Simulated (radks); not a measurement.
Results of a calculation; reference values are marked as such.
All-electron atom: F I in [He] 2s1 2p6 (not the ground configuration).

Level of theory: non-relativistic Kohn-Sham, TPSS, spin-unpolarised, spherical densities, point nucleus; meta-GGA in the generalised Kohn-Sham scheme (a radial shooting solver on a logarithmic mesh with Libxc functionals).

Energy parts (eV):
total: -2694.884
kinetic: 2687.911
electron-nucleus: -6452.302
Hartree: 1347.295
exchange-correlation: -277.787

Orbitals (lengths in bohr, moments of r in powers of bohr; r(90%) holds 90 % of the orbital's charge):
\begin{tabular}{lrrrrrr}
orbital & occ. & eigenvalue (eV) & <r^2> & <1/r> & r(90%) & <r^4> \\ \hline
1s & 2 & -667.4076 & 0.04189 & 8.622 & 0.315 & 0.004584 \\
2s & 1 & -30.9103 & 1.220 & 1.458 & 1.61 & 2.988 \\
2p & 6 & -11.6501 & 1.606 & 1.274 & 1.93 & 7.037 \\
\end{tabular}

The highest occupied level is 2p at -11.650 eV. The density falls to 0.001 e/bohr^3 at r = 3.15 bohr.
